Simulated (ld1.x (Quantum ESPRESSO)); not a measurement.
## Pseudopotential generation for V: PAW, LDA (PZ), fully relativistic.

ld1.x (Quantum ESPRESSO) 7.5 was run on this input:

```
&input
   title='V', zed=23., rel=2, dft='PZ', iswitch=3,
   config='[Ar] 3d4 4s1 4p0', rel_dist='average',
   nld=5, rlderiv=4.30, eminld=-2.0, emaxld=5.0, deld=0.02
 /
 &inputp
   pseudotype=3, lpaw=.true., tm=.true., lloc=-1, rcloc=1.90,
   nlcc=.true., new_core_ps=.true.,
   which_augfun='BESSEL', rmatch_augfun=1.15,
   file_pseudopw='V.UPF', file_wfcaegen='ae.wfc', file_wfcncgen='nc.wfc', file_beta='beta', file_chi='chi', file_wfcusgen='us.wfc'
 /
6
4S  1  0   1.00   0.00  3.00  3.25  0.0
4S  1  0   0.00   0.20  3.00  3.25  0.0
4P  2  1   0.00   0.00  3.60  3.95  0.0
4P  2  1   0.00   1.00  3.60  3.95  0.0
3D  3  2   4.00   0.00  1.35  1.55  0.0
3D  3  2   0.00   0.55  1.35  1.55  0.0
 &test
   configts(1)='3d4 4s1 4p0'
 /
```

Command:

```bash
ld1.x < V.in > V.out
```

Resulting log (shortened: banner, matrices, multipoles, cross overlaps and the repeated all-electron block are left out):

```
Program LD1 v.7.5
     --------------------------- All-electron run ----------------------------

     V
     dirac relativistic calculation

     atomic number is 23.00
     dft =PZ   lsd =0 sic =0 latt =0  beta=0.20 tr2=1.0E-14
     Exchange-correlation= PZ
                           (   1   1   0   0   0   0   0)
     mesh =1181 r(mesh) = 100.93793 a.u. xmin = -7.00 dx = 0.01250
     1 Ry =  13.60569312 eV, c = 137.03599908

     n l j   nl                  e(Ry)          e(Ha)          e(eV)
     Spin orbit split results
     1 0 0.5 1S 1( 2.00)      -392.9702      -196.4851     -5346.6318
     2 0 0.5 2S 1( 2.00)       -43.8626       -21.9313      -596.7811
     2 1 0.5 2P 1( 2.00)       -36.9934       -18.4967      -503.3210
     2 1 1.5 2P 1( 4.00)       -36.4727       -18.2364      -496.2364
     3 0 0.5 3S 1( 2.00)        -4.8624        -2.4312       -66.1564
     3 1 0.5 3P 1( 2.00)        -3.0121        -1.5060       -40.9811
     3 1 1.5 3P 1( 4.00)        -2.9515        -1.4757       -40.1566
     3 2 1.5 3D 1( 1.60)        -0.1956        -0.0978        -2.6610
     3 2 2.5 3D 1( 2.40)        -0.1915        -0.0957        -2.6051
     4 0 0.5 4S 1( 1.00)        -0.2975        -0.1487        -4.0472
     4 1 0.5 4P 1( 0.00)        -0.0850        -0.0425        -1.1563
     4 1 1.5 4P 1( 0.00)        -0.0831        -0.0416        -1.1312
     Averaged results
     1 0     1S 1( 2.00)      -392.9702      -196.4851     -5346.6318
     2 0     2S 1( 2.00)       -43.8626       -21.9313      -596.7811
     2 1     2P 1( 6.00)       -36.6463       -18.3231      -498.5979
     3 0     3S 1( 2.00)        -4.8624        -2.4312       -66.1564
     3 1     3P 1( 6.00)        -2.9717        -1.4858       -40.4314
     3 2     3D 1( 4.00)        -0.1931        -0.0966        -2.6275
     4 0     4S 1( 1.00)        -0.2975        -0.1487        -4.0472
     4 1     4P 1( 0.00)        -0.0838        -0.0419        -1.1396

     final scf error:  4.5E-15 reached in  33 iterations

     Etot =   -1894.099841 Ry,    -947.049920 Ha,  -25770.541176 eV

     Ekin =    1913.381821 Ry,     956.690910 Ha,   26032.885877 eV
     Encl =   -4520.822106 Ry,   -2260.411053 Ha,  -61508.918243 eV
     Eh   =     799.927983 Ry,     399.963992 Ha,   10883.574661 eV
     Exc  =     -86.587538 Ry,     -43.293769 Ha,   -1178.083470 eV

     normalization and overlap integrals

     s(1S/1S) =  1.000000  <r> =   0.0666  <r2> =    0.0060  r(max) =   0.0435
     s(2S/2S) =  1.000000  <r> =   0.3089  <r2> =    0.1129  r(max) =   0.2565
     s(2P/2P) =  1.000000  <r> =   0.2725  <r2> =    0.0917  r(max) =   0.2074
     s(2P/2P) =  1.000000  <r> =   0.2753  <r2> =    0.0934  r(max) =   0.2100
     s(3S/3S) =  1.000000  <r> =   0.9557  <r2> =    1.0567  r(max) =   0.8204
     s(3P/3P) =  1.000000  <r> =   1.0226  <r2> =    1.2384  r(max) =   0.8411
     s(3P/3P) =  1.000000  <r> =   1.0317  <r2> =    1.2606  r(max) =   0.8517
     s(3D/3D) =  1.000000  <r> =   1.6796  <r2> =    4.0776  r(max) =   0.9067
     s(3D/3D) =  1.000000  <r> =   1.6913  <r2> =    4.1409  r(max) =   0.9181
     s(4S/4S) =  1.000000  <r> =   3.5347  <r2> =   14.5278  r(max) =   2.8634
     s(4P/4P) =  1.000000  <r> =   5.1115  <r2> =   31.1203  r(max) =   3.9630
     s(4P/4P) =  1.000000  <r> =   5.1562  <r2> =   31.6620  r(max) =   4.0129

     ------------------------ End of All-electron run ------------------------

     --------------------- Generating PAW atomic setup --------------------

      Generating local potential from pseudized AE potential:
      Matching radius rcloc =   1.9000

      Local pseudo, rcloc= 1.896 Estimated cut-off energy=     6.86 Ry

      Computing core charge for nlcc:

       r > 1.42 : true rho core
      Core charge pseudized with two Bessel functions
      Integrated core pseudo-charge :   9.35

     Fully relativistic calculation: |psi|^2

     Wfc 4S LC norm =  0.99997842 SC norm =  0.00002085 missing  0.00000072
     Speed at rcutus      0.271 a.u.,  v/c =  0.001978,  (v/c)^2 =  0.00000391

     Wfc 4P LC norm =  0.99998987 SC norm =  0.00001007 missing  0.00000006
     Speed at rcutus      0.250 a.u.,  v/c =  0.001827,  (v/c)^2 =  0.00000334

     Wfc 4P LC norm =  0.99999003 SC norm =  0.00000836 missing  0.00000161
     Speed at rcutus      0.250 a.u.,  v/c =  0.001825,  (v/c)^2 =  0.00000333

     Wfc 3D LC norm =  0.99989595 SC norm =  0.00010404 missing  0.00000000
     Speed at rcutus      0.988 a.u.,  v/c =  0.007212,  (v/c)^2 =  0.00005201

     Wfc 3D LC norm =  0.99989684 SC norm =  0.00010290 missing  0.00000026
     Speed at rcutus      0.989 a.u.,  v/c =  0.007215,  (v/c)^2 =  0.00005205
      Wfc-us  4S rcutus= 3.285  Estimated cut-off energy=     4.28 Ry
      Wfc-us  4S rcutus= 3.285  Estimated cut-off energy=     5.49 Ry
      Wfc-us  4P rcutus= 3.914  Estimated cut-off energy=     4.88 Ry
      Wfc-us  4P rcutus= 3.914  Estimated cut-off energy=     4.87 Ry
      Wfc-us  4P rcutus= 3.914  Estimated cut-off energy=     9.10 Ry
      Wfc-us  4P rcutus= 3.914  Estimated cut-off energy=     9.04 Ry
      Wfc-us  3D rcutus= 1.552  Estimated cut-off energy=    47.24 Ry
      Wfc-us  3D rcutus= 1.552  Estimated cut-off energy=    47.23 Ry
      Wfc-us  3D rcutus= 1.552  Estimated cut-off energy=    51.74 Ry
      Wfc-us  3D rcutus= 1.552  Estimated cut-off energy=    51.66 Ry

     Required augmentation: BESSEL   radius:    1.150000
     Suggested rho cutoff for augmentation:  73.26 Ry

     Estimated PAW energy =  -93.050689 Ryd

     ------------------- End of pseudopotential generation -------------------

     Computing logarithmic derivative in   4.29854
     Computing logarithmic derivative in   4.29854
     Computing the partial wave expansion
     R is outside the sphere for l=    0 j= 0.50
     R is outside the sphere for l=    0 j= 0.50
     R is outside the sphere for l=    1 j= 0.50
     R is outside the sphere for l=    1 j= 0.50
     R is outside the sphere for l=    1 j= 1.50
     R is outside the sphere for l=    1 j= 1.50
     R is outside the sphere for l=    2 j= 1.50
     R is outside the sphere for l=    2 j= 1.50
     R is outside the sphere for l=    2 j= 2.50
     R is outside the sphere for l=    2 j= 2.50

     ---------------------- Testing the pseudopotential ----------------------

     V
     dirac relativistic calculation

     atomic number is 23.00   valence charge is  5.00
     dft = SLA  PZ   NOGX NOGC   lsd =0 sic =0 latt =0  beta=0.20 tr2=1.0E-14
     mesh =1181 r(mesh) = 100.93793 xmin = -7.00 dx = 0.01250

     n l  j  nl             e AE (Ry)       e PS (Ry)    De AE-PS (Ry)
     3 2 1.5 3D   1( 1.60)       -0.19558       -0.19558       -0.00000
     3 2 2.5 3D   1( 2.40)       -0.19147       -0.19147        0.00000
     1 0 0.5 4S   1( 1.00)       -0.29746       -0.29746        0.00000
     2 1 0.5 4P   1( 0.00)       -0.08499       -0.08499       -0.00000
     2 1 1.5 4P   1( 0.00)       -0.08314       -0.08314        0.00000

     eps = 1.6E-15  iter =  4

     Etot =   -1894.099841 Ry,    -947.049920 Ha,  -25770.541176 eV
     Etotps =   -93.050691 Ry,     -46.525346 Ha,   -1266.019148 eV

     Ekin =      32.764807 Ry,      16.382403 Ha,     445.787905 eV
     Encl =     -51.222892 Ry,     -25.611446 Ha,    -696.922950 eV
     Ehrt =      11.994932 Ry,       5.997466 Ha,     163.199367 eV
     Ecxc =     -86.587538 Ry,     -43.293769 Ha,   -1178.083470 eV
     (Ecc =     -14.170704 Ry,      -7.085352 Ha,    -192.802246 eV)

     ---------------------- End of pseudopotential test ----------------------
```

Generation and configuration tests took about 2.4 s on one core of a shared server CPU.
